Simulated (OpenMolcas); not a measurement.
# Ir3+ in Cs2NaYF6: curves along the breathing mode

Ir3+ with its 6 nearest fluoride ions, on the Y site of Cs2NaYF6 (a = 9.075 Å, distance in the model lattice 2.178 Å). The rest of the host is ab initio model potentials to 7.6 Å, with orthogonalisation functions on the cations behind the ligands, and point charges beyond; the distance is set by hand and nothing relaxes. Ligand basis ANO-RCC-VDZP.

- Program: OpenMolcas 26.06
- Method: CASSCF
- Basis: ANO-RCC-VDZP [7s6p4d2f]
- Scalar Hamiltonian: DKH2, point nucleus
- Active space: 6 electrons in 5 orbitals (5d)
- State averaging: 2S+1 = 5 even, 5 roots; 2S+1 = 3 even, 45 roots; 2S+1 = 1 even, 50 roots
- Spin-orbit coupling: RASSI with atomic mean-field integrals over the reference wave functions

Spin-free energies (labels of O, the rotations of Oh) in cm-1 above the lowest fitted minimum, as all ligands move together:

```
R (Å)    1A1    3T1    3T2    5T2    1T1    1T2     3E
 1.92   5760  30230  35540  45390  36230  46440  64410
1.965   1510  22600  27820  34380  28700  38770  53520
2.011     30  18060  23170  26820  24260  34140  46060
2.056    850  16250  21240  22400  22520  32200  41740
2.101   3510  16570  21430  20430  22920  32360  39860
2.146   7670  18660  23380  20510  25090  34260  40000
2.191  13070  22210  26790  22310  28710  37590  41850
```

Cubic fits give the following; the wavenumber is harmonic, with the mass of all moving ligands, small differences in it between states hang on the degree of the fit, a number in brackets counts states of one label, and the table is a selection of at most 14 states with clean curves.

| State | R0 (Å) | Breathing mode (cm-1) | Minimum (cm-1) |
| --- | --- | --- | --- |
| 1A1 | 2.017 | 570 | 0 |
| 3T1 | 2.070 | 549 | 16100 |
| 3T2 | 2.073 | 545 | 21050 |
| 5T2 | 2.120 | 522 | 20260 |
| 1T1 | 2.069 | 551 | 22410 |
| 1T2 | 2.074 | 540 | 32010 |
| 3E | 2.118 | 523 | 39710 |
| 1T2(2) | 2.115 | 528 | 44070 |
| 5E | 2.170 | 478 | 39790 |
| 1E | 2.118 | 523 | 44500 |
| 1A1(2) | 2.118 | 523 | 45490 |
| 1A2 | 2.122 | 515 | 50900 |
| 3A2 | 2.133 | 498 | 50290 |
| 1E(2) | 2.126 | 502 | 58430 |

The minimum of 1T1 is shifted by +0.0520 Å against 1A1 (from the unrounded fits). With M = 114.0 u for the moving shell, the Huang-Rhys factor in this mode is S = M ω ΔR² / 2ħ = 0.01483 × 114.0 × 570 × 0.0520² = 2.61. Only the first shell moves, against a rigid host.

Without dynamic correlation the repulsion within the d shell is too large (B by tens of per cent), so at a given field states of lower spin stand too high. With metal d orbitals alone the field can be off either way by tens of per cent. Ligand-to-metal charge-transfer states are missing. With no ligand orbital active B as a rule stays too high, so bands that hang on it stand too high and its fall with covalency is understated. Spin-orbit coupling mixes the spin-free states strongly: the lowest level takes only 68 % from its leading state, 1A1 (figures for R = 2.146; the like holds for R = 2.191). The least metal-like active orbital is 76 % on the metal (Löwdin) and no ligand orbital is active, so the numbers are rough (holds for R = 1.92). The least metal-like active orbital is 77 % on the metal (Löwdin) and no ligand orbital is active, so the numbers are rough (holds for R = 1.965). The least metal-like active orbital is 78 % on the metal (Löwdin) and no ligand orbital is active, so the numbers are rough (holds for R = 2.011). The least metal-like active orbital is 79 % on the metal (Löwdin) and no ligand orbital is active, so the numbers are rough (holds for R = 2.056; R = 2.101). This shell can be high or low spin here, a state of another spin lies low, and with metal d orbitals alone active their balance is uncertain, so the ground spin may be wrong, although the usual error favours high spin (holds for R = 2.146; R = 2.191). The least metal-like active orbital is 80 % on the metal (Löwdin) and no ligand orbital is active, so the numbers are rough (holds for R = 2.146). The least metal-like active orbital is 81 % on the metal (Löwdin) and no ligand orbital is active, so the numbers are rough (holds for R = 2.191). No measured value stands beside these numbers.
